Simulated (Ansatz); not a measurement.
Species: C₈H₆S, SMILES `c1ccc2cscc2c1` with one electron removed (charge 1, multiplicity 2).

### Question
Give a relaxed geometry from Ansatz (a quantum-chemistry and plane-wave program) with PBE-D3(BJ)/def2-SVP.

### Answer
the end point of this relaxation (outside a Z-matrix the atoms follow the SMILES, hydrogens last).
Bonded distances (Å): C1–C2 1.410, C1–C9 1.409, C1–H10 1.100, C2–C3 1.409, C2–H11 1.100, C3–C4 1.416, C3–H12 1.100, C4–C5 1.412, C4–C8 1.447, C5–S6 1.726, C5–H13 1.100, S6–C7 1.726, C7–C8 1.412, C7–H14 1.100, C8–C9 1.416, C9–H15 1.100. Bond angles (°): C2–C1–C9 121.1, C2–C1–H10 119.5, C9–C1–H10 119.4, C1–C2–C3 121.1, C1–C2–H11 119.5, C3–C2–H11 119.4, C2–C3–C4 118.8, C2–C3–H12 120.6, C4–C3–H12 120.6, C3–C4–C5 128.3, C3–C4–C8 120.1, C5–C4–C8 111.6, C4–C5–S6 112.3, C4–C5–H13 127.6, S6–C5–H13 120.1, C5–S6–C7 92.2, S6–C7–C8 112.3, S6–C7–H14 120.1, C8–C7–H14 127.6, C4–C8–C7 111.6, C4–C8–C9 120.1, C7–C8–C9 128.3, C1–C9–C8 118.8, C1–C9–H15 120.6, C8–C9–H15 120.6.
